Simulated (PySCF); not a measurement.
Geometry:
```csv
atom,x (Å),y (Å),z (Å)
Si1,0.594,0.008,0.426
C2,0.598,-0.070,2.311
H3,-0.429,-0.099,2.709
H4,1.102,0.809,2.741
H5,1.126,-0.965,2.675
C6,2.371,0.113,-0.196
H7,2.403,0.125,-1.298
H8,2.967,-0.747,0.149
H9,2.870,1.026,0.165
C10,-0.381,1.524,-0.146
C11,0.129,2.866,0.375
C12,-0.623,4.088,-0.152
C13,-2.088,4.147,0.251
H14,-0.381,1.527,-1.253
H15,-1.434,1.367,0.149
H16,0.090,2.873,1.480
H17,1.197,2.976,0.117
H18,-0.112,4.998,0.207
H19,-0.541,4.111,-1.254
H20,-2.573,5.059,-0.129
H21,-2.655,3.288,-0.140
H22,-2.200,4.143,1.348
C23,-0.239,-1.533,-0.286
C24,0.454,-2.856,0.038
C25,-0.264,-4.102,-0.480
C26,-0.374,-4.181,-1.995
H27,-1.281,-1.555,0.084
H28,-0.314,-1.391,-1.379
H29,1.482,-2.843,-0.368
H30,0.570,-2.950,1.132
H31,0.268,-4.995,-0.109
H32,-1.274,-4.145,-0.033
H33,-0.866,-5.113,-2.314
H34,-0.959,-3.345,-2.408
H35,0.622,-4.152,-2.468
```

Geometry: PBE0-D3(BJ)/def2-SVP; GIAO absolute shieldings from PySCF, gas phase, non-relativistic, averaged over equivalent atoms.

At PBE0/pcSseg-1 (314 basis functions):
```
                  atoms  σ (ppm)
                    Si1    348.6
                C12/C25    156.6
                C11/C24    157.7
                C10/C23    169.6
                C13/C26    171.0
                  C2/C6    189.6
        H18/H19/H31/H32    29.96
        H16/H17/H29/H30    30.08
H20/H21/H22/H33/H34/H35    30.34
        H14/H15/H27/H28    31.00
      H3/H4/H5/H7/H8/H9    31.28
```

Predict the values at wB97X-D/pcSseg-1 on the same geometry.

Results:


| atoms | σ at wB97X-D/pcSseg-1 | change |
| --- | --- | --- |
| Si1 | 348.5 | -0.1 |
| C12/C25 | 157.4 | +0.8 |
| C11/C24 | 158.5 | +0.8 |
| C10/C23 | 170.4 | +0.8 |
| C13/C26 | 170.9 | -0.1 |
| C2/C6 | 189.5 | -0.1 |
| H18/H19/H31/H32 | 30.12 | +0.16 |
| H16/H17/H29/H30 | 30.24 | +0.16 |
| H20/H21/H22/H33/H34/H35 | 30.45 | +0.11 |
| H14/H15/H27/H28 | 31.17 | +0.17 |
| H3/H4/H5/H7/H8/H9 | 31.39 | +0.11 |

The largest change is at C10/C23 (carbon bonded to C, Si, 2 H). Cost: 314 basis functions. The order of the carbon signals is the same at both levels.
